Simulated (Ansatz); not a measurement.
# Relative stability

Two relaxed structures of InBNH₅, singlet (PBE0-D4/def2-TZVP; forces vanish, vibrations not checked).

A:

B1  (1.173, 0.071, -0.519)
In2  (-0.844, 1.136, 0.406)
N3  (-0.152, -0.619, -0.048)
H4  (2.105, 0.066, 0.255)
H5  (1.456, -0.121, -1.680)
H6  (-1.707, 2.519, 0.726)
H7  (-0.139, -1.422, 0.561)
H8  (0.843, 1.405, -0.585)
(Å)

B:

```
8
angstrom
B 1.6697 0.3709 -0.8765
In -0.3392 0.6611 0.0647
N -1.3070 -0.9384 0.8157
H 2.6793 0.4227 -0.2362
H 1.7928 0.1767 -2.0509
H -1.2799 2.0849 0.3071
H -0.9861 -1.8902 0.7616
H -2.2296 -0.8877 1.2144
```

Ansatz 0.2.0; basis: def2-TZVPP; cores frozen in the correlated methods. Filled d shells of the heavier atoms are correlated. Core potentials replace the inner electrons of the atoms past krypton. The def2 sets are not built for correlating such inner shells, so the correlated values are less sure here. B3LYP uses VWN-RPA correlation.

Task: Which structure is lower at CCSD(T), and by how much? (To be estimated.)

Result: By the calculation: A, by 0.68 kcal/mol (electronic energy, against the other); a gap this small isn't resolved in one triple-zeta basis. By their contacts, A is InBNH₅ ([H]1[BH2]2[NH][InH]12) and B is InBNH₅ ([BH2][InH][NH2]).

Task: Do the other methods give the same order? (A judgement: the text doesn't fix the answer.)

Result: Computed: Not all: B3LYP-D4, wB97M-V, HF, CCSD give the other order.

```json
{"method": "PBE-D4", "E(B) − E(A) (kcal/mol)": "5.51"}
{"method": "r2SCAN-D4", "E(B) − E(A) (kcal/mol)": "3.47"}
{"method": "PBE0-D4", "E(B) − E(A) (kcal/mol)": "2.35"}
{"method": "B3LYP-D4", "E(B) − E(A) (kcal/mol)": "-0.62"}
{"method": "wB97M-V", "E(B) − E(A) (kcal/mol)": "-0.83"}
{"method": "HF", "E(B) − E(A) (kcal/mol)": "-13.89"}
{"method": "MP2", "E(B) − E(A) (kcal/mol)": "2.35"}
{"method": "CCSD", "E(B) − E(A) (kcal/mol)": "-2.09"}
{"method": "CCSD(T)", "E(B) − E(A) (kcal/mol)": "0.68"}
```

No T1 diagnostic of these runs exceeds 0.021.

Labels in which every atom is bracketed show which atoms are joined, not bond orders.

For scale, one of the runs: CCSD(T)/def2-TZVPP, 182 basis functions, launched by `ansatz run in.yaml --threads 2 --pin off --events-out ev --progress --plain --max-ram 4352MiB`. Hardware: 2 CPU threads of an Arm Neoverse V1, shared host. Wall time 65 s; peak host memory 2 GiB.
